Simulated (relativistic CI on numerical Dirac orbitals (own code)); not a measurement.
Transition arrays of Br IX

Calculated at this level of theory: Dirac-Coulomb-Breit CI, separate exchange-only KLI orbitals for each configuration, a model potential for QED, valence Slater integrals scaled by 0.9, whole transition arrays (own radial code, finite nucleus).

Configuration list (outside the closed core [Ne] 3s2): 3p6 3d9, 3p6 3d8 4f, 3p5 3d10, 3p6 3d8 4p, 3p6 3d8 5f. Levels of other configurations are missing.

All E1 lines from the levels of 3p6 3d9; mean and standard deviation are weighted by gf, and upper levels are sorted by their leading configuration.

```tsv
Upper configuration	Lines	Σgf	Mean (eV)	Mean (nm)	σ (eV)	Strongest line (nm)
3p6 3d8 4f	81	20.2	158.03	7.846	2.46	7.812
3p5 3d10	3	1.7	119.13	10.407	2.76	10.589
3p6 3d8 4p	60	6.3	103.96	11.926	2.93	11.799
3p6 3d8 5f	81	15.8	183.09	6.772	2.57	6.738
```

Σgf per state of the lower configuration in bins of 0.2 nm over the central range (centre: value): 6.7: 1.07, 6.9: 0.47, 7.5: 0.05, 7.7: 0.61, 7.9: 1.04, 8.1: 0.32, 10.1: 0.06, 10.5: 0.09, 10.9: 0.03, 11.1: 0.01, 11.7: 0.09, 11.9: 0.26, 12.1: 0.09, 12.3: 0.13.

(1) How do configuration mixing and the scaling of the Slater integrals move the arrays?

Answers

(1) Slater scale 0.9, no configuration mixing: 3p6 3d8 4f 158.1 ± 2.5 eV (Σgf 22.3), 3p5 3d10 119.4 ± 2.9 eV (Σgf 3.3), 3p6 3d8 4p 103.5 ± 2.2 eV (Σgf 5.6), 3p6 3d8 5f 183.0 ± 2.6 eV (Σgf 12.0); Slater scale 1: 3p6 3d8 4f 158.3 ± 2.7 eV (Σgf 20.2), 3p5 3d10 119.5 ± 2.7 eV (Σgf 1.3), 3p6 3d8 4p 104.4 ± 3.6 eV (Σgf 6.6), 3p6 3d8 5f 183.3 ± 2.8 eV (Σgf 15.9); Slater scale 0.8: 3p6 3d8 4f 157.8 ± 2.2 eV (Σgf 20.1), 3p5 3d10 119.1 ± 2.8 eV (Σgf 1.9), 3p6 3d8 4p 103.6 ± 2.4 eV (Σgf 6.1), 3p6 3d8 5f 182.9 ± 2.3 eV (Σgf 15.7). With mixing, levels are counted to their leading configuration, so an array can shrink or vanish into another, and the sums then hold other lines.
